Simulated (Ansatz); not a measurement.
Species: CuCl (charge 0, singlet). 
Coordinates optimised at B3LYP-D3(BJ)/def2-TZVP (Ansatz, a program for electronic structure):
```xyz
2

Cu     0.0000     0.0000    -0.7732
Cl     0.0000     0.0000     1.3190
```
Charge 0, spin multiplicity 1.

Basis-set convergence of Hartree-Fock and MP2 correlation energies (hartree) with Ansatz. Valence correlation only, unless marked. Spin-orbit coupling is left out. Frozen are the shells of the preceding noble gas and the d and f shells that filled before the atom's block. Non-relativistic.

The T1 diagnostic of CCSD in the largest basis is 0.027, which is high, so the coupled-cluster rows are less sure than usual.

```
basis        functions        E(HF)  E(corr, MP2)
-----------  ---------  -----------  ------------
def2-SVPD           61  -2098.11931      -0.44960
def2-TZVPPD        118  -2098.49557      -0.68861
def2-QZVPPD        179  -2098.54877      -0.73739
```

Extrapolating the two largest sets (X = 3 and 4) as X^-3: E(corr) = (64·(-0.73739) - 27·(-0.68861))/37 = -0.7730 Eh, an estimate of the basis-set limit. The largest set recovers 95.4 % of it, the smallest 58.2 %.
